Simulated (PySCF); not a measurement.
## Electron correlation in Se (selenium, neutral)

[Ar] 3d10 4s1 4p4 5s1, high-spin 5P determinant (an excited configuration). Calculation: PySCF 2.14, in aug-cc-pVTZ-PP with one added diffuse shell each of s, d, f type with ECP10MDF (7s5p5d3f, 68 functions); a scalar-relativistic core potential. Frozen: 3s2 3p6 3d10; 6 electrons correlated.

MP2 pair energies summed by pair of shells (mhartree):

| pair | energy | share (%) |
| --- | --- | --- |
| 4p-4p | -66.03 | 73.1 |
| 4p-5s | -14.39 | 15.9 |
| 4s-4p | -9.75 | 10.8 |
| 4s-5s | -0.21 | 0.2 |

Total MP2 correlation energy: -90.37 mhartree.

Same-spin part -26.45 and opposite-spin part -63.92 mhartree; SCS-MP2 scales them by 1/3 and 6/5 to -85.53 mhartree.
